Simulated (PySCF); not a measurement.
C7H8N: g tensor and hyperfine couplings

Species: C₇H₈N (doublet state).
Geometry (GFN2-xTB, Å), atoms numbered from 1 in this order:
```
atom  x, y, z in Å
C1     3.021   -0.089   -0.800
N2     1.715   -0.426   -0.370
C3     0.802    0.468   -0.322
C4    -0.511    0.162    0.103
C5    -1.602    1.080    0.190
C6    -2.688    0.395    0.639
C7    -2.303   -0.998    0.847
C8    -0.997   -1.132    0.524
H9     3.275   -0.725   -1.651
H10    3.719   -0.341    0.003
H11    3.145    0.968   -1.078
H12    0.999    1.513   -0.610
H13   -1.550    2.123   -0.060
H14   -3.673    0.785    0.821
H15   -2.972   -1.762    1.195
H16   -0.387   -2.013    0.556
```

The hyperfine couplings belong to this conformer and change with its torsions.

The species is `C/N=C/[C]1C=CC=C1` [radical].

Method: UKS B3LYP, pcH-1 on C H N, non-relativistic, mean-field spin-orbit, GIAO in PySCF. One conformer (not necessarily the lowest) at the GFN2-xTB geometry, without solvent, vibrations or thermal averaging. Couplings are sensitive to structure, and on GFN2-xTB geometries they can be far from those on DFT ones. No stability test was run, so a lower SCF solution isn't excluded. ⟨S²⟩ is 0.778 where a pure state has 0.75.

```json
{"g1, g2, g3": "2.00216, 2.00318, 2.00434", "g_iso": "2.00323", "Form of g": "rhombic: the two nearest values differ by 47 % of g3 − g1", "⟨S²⟩": "0.7778 (exact 0.7500)", "HOMO–LUMO gap, α and β orbitals": "5.33, 2.30 eV"}
```

Isotropic coupling and dipolar principal values T1 to T3, in mT; ρ(0) is the spin density at the nucleus (MHz turned into mT with g_iso):

| atom | isotope | a_iso | T1 | T2 | T3 | Mulliken spin population | ρ(0) (bohr⁻³) |
| --- | --- | --- | --- | --- | --- | --- | --- |
| C1 | 13C | -0.50 | -0.06 | 0.02 | 0.04 | -0.02 | -0.0125 |
| N2 | 14N | 0.47 | -0.56 | -0.55 | 1.11 | 0.33 | 0.0412 |
| C3 | 13C | -1.27 | -0.81 | 0.32 | 0.49 | -0.18 | -0.0316 |
| C4 | 13C | 1.50 | -1.43 | -1.41 | 2.84 | 0.51 | 0.0373 |
| C5 | 13C | -1.08 | -0.68 | 0.33 | 0.34 | -0.17 | -0.0270 |
| C6 | 13C | 0.92 | -1.06 | -1.00 | 2.06 | 0.38 | 0.0228 |
| C7 | 13C | 0.05 | -0.44 | -0.41 | 0.85 | 0.13 | 0.0012 |
| C8 | 13C | -0.51 | -0.06 | -0.05 | 0.12 | -0.01 | -0.0128 |
| H9 | 1H | 1.86 | -0.10 | -0.06 | 0.16 | 0.02 | 0.0117 |
| H10 | 1H | 1.90 | -0.10 | -0.06 | 0.15 | 0.02 | 0.0119 |
| H11 | 1H | 0.00 | -0.07 | -0.06 | 0.13 | 0.00 | 0.0000 |
| H12 | 1H | 0.26 | -0.13 | -0.03 | 0.16 | 0.00 | 0.0016 |
| H13 | 1H | 0.23 | -0.12 | -0.01 | 0.13 | 0.00 | 0.0015 |
| H14 | 1H | -0.88 | -0.53 | -0.05 | 0.58 | -0.02 | -0.0055 |
| H15 | 1H | -0.40 | -0.26 | -0.08 | 0.33 | -0.01 | -0.0025 |
| H16 | 1H | -0.09 | -0.12 | -0.06 | 0.18 | 0.00 | -0.0005 |

The Mulliken spin populations are largest on C4 (+0.51), C6 (+0.38), N2 (+0.33) and C3 (-0.18). Three atoms exceed +0.15. The positive populations add up to 1.41 and the negative ones to -0.41, together 2S = 1. The angles at C4 add up to 360.0°, so it is planar.

The SMILES `C/N=C/[C]1C=CC=C1` draws the unpaired electron on C4, whose computed spin population is only +0.51.

Axes: g2 points within 3° of the C4–C8 bond and g3 points within 1° of the C6–H14 bond.

Under fast tumbling the dipolar parts average out, and these isotropic splittings remain (the largest six): 3 × 1H (H9/H10/H11, I = 1/2, 4 lines) with 1.25 mT, 1 × 1H (H14, I = 1/2, 2 lines) with 0.88 mT, 1 × 14N (N2, I = 1, 3 lines) with 0.47 mT, 1 × 1H (H15, I = 1/2, 2 lines) with 0.40 mT, 1 × 1H (H12, I = 1/2, 2 lines) with 0.26 mT and 1 × 1H (H13, I = 1/2, 2 lines) with 0.23 mT.

Class means assume fast exchange of nuclei equivalent by connectivity; if that motion is slow, each nucleus keeps its own coupling. C5 and C8, with what hangs on them, aren't averaged: C4 is flat or nearly so (angle sum 360°), and its turn about the short C4–C3 bond (1.41 Å) is taken as slow. The three 1H nuclei of mean +35.2 MHz run from 0.0 to 53.3 MHz in the frozen geometry.

The 13C coupling of C4 (41.9 MHz) shows only in satellite lines or after enrichment, since that isotope makes up about 1.07 % of natural carbon.
